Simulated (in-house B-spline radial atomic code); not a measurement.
Values are calculated unless marked as measured or tabulated.
**Weak and strong correlation along the adiabatic connection**

Two-electron singlets in several external potentials (atomic units), by full CI in B-splines with partial waves to l = 8 (correlation energies up to 0.6 % small). The repulsion is scaled by λ at fixed density; W(λ) is the mean repulsion less the Hartree energy, W(0) = E_x, and the area under W from 0 to 1 is E_xc.

One system gave this curve:

| λ | W (hartree) |
| --- | --- |
| 0 | -1.8639 |
| 0.02 | -1.866 |
| 0.05 | -1.8691 |
| 0.12 | -1.8763 |
| 0.25 | -1.8893 |
| 0.4 | -1.9037 |
| 0.6 | -1.922 |
| 0.8 | -1.9394 |
| 1 | -1.956 |
| 1.4 | -1.9867 |
| 2 | -2.0274 |
| 3 | -2.0839 |
| 4.5 | -2.1491 |
| 7 | -2.2246 |
| 10 | -2.2843 |

Task: Which system is it?
A. −V exp(−r²/w²), V = 13.1, w = 2.83
B. ω²r²/2 − Z/r, ω = 0.0153, Z = 1.5
C. −Z/r, Z = 0.917, wall at 0.997 bohr
D. −Z exp(−kr)/r, Z = 8.94, k = 4.44

Result: C. The exchange energy sets the size: −Z/r, Z = 0.917, wall at 0.997 bohr: E_x = -1.86, E_c = -0.048; −Z exp(−kr)/r, Z = 8.94, k = 4.44: E_x = -4.41, E_c = -0.0475; −V exp(−r²/w²), V = 13.1, w = 2.83: E_x = -0.972, E_c = -0.0426; ω²r²/2 − Z/r, ω = 0.0153, Z = 1.5: E_x = -0.71, E_c = -0.0409 hartree.
